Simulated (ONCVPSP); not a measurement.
## Which change was made? (N, ONCV)

ONCVPSP 4.0.1 input, shortened (lines: element, Z, core and valence counts, functional; n l f; lmax; l rc ep ncon nbas qcut; lloc lpopt rc5 dvloc0; l nproj debl; icmod fcfact rcfact), PW91, scalar-relativistic:

```
  N 7.00    1    2  -109134      upf
    1    0    2.00
    2    0    1.00
    2    1    4.00
    1
    0    1.15    0.00    4    7    5.30
    1    2.60    0.00    4    7    5.40
    0    5    1.15    0.00
    0    0    1.80
    1    3    3.70
    1    0.35    0.00
```

Cutoffs, loose and tight: the cutoffs (Ha) at which the residual kinetic energy of the hardest occupied pseudo-wave falls to 1 and 0.1 mHa per electron. They do not see the model core or the augmentation charge, which bear on the density cutoff. Test errors are all-electron minus pseudo excitation energies from the reference, over the configurations 2s2 2p3; 2s2 2p2; 2s2 2p1; 2s1 2p3; variants that change the core or the reference have their own tests. The largest error is taken over the tests solved by every variant that gives reliable tests at all, those not shown here included: 2s1 2p3; 2s2 2p2; 2s2 2p3.

The base gives: outcome: generated; cutoff, loose: 65 Ha; cutoff, tight: 90 Ha; bound ghosts: none; GHOST(+) flags above zero: none; largest test error (meV): +381.

**Question.** After one change the result is: outcome: generated; cutoff, loose: 77 Ha; cutoff, tight: 95 Ha; bound ghosts: p; GHOST(+) flags above zero: p; largest test error (meV): +365. Which change was it?
A. s: qcut 5.8
B. s: rc 1.5
C. s: qcut 3.6; p: qcut 3.7
D. s: ncon 5, nbas 8

**Answer.** C. The others give: s: rc 1.5 → outcome: generated; cutoff, loose: 12 Ha; cutoff, tight: 42 Ha; bound ghosts: none; GHOST(+) flags above zero: none; largest test error (meV): +376 | s: ncon 5, nbas 8 → outcome: generated; cutoff, loose: 91 Ha; cutoff, tight: 119 Ha; bound ghosts: none; GHOST(+) flags above zero: none; largest test error (meV): +384 | s: qcut 5.8 → outcome: generated; cutoff, loose: 40 Ha; cutoff, tight: 87 Ha; bound ghosts: none; GHOST(+) flags above zero: none; largest test error (meV): +384.
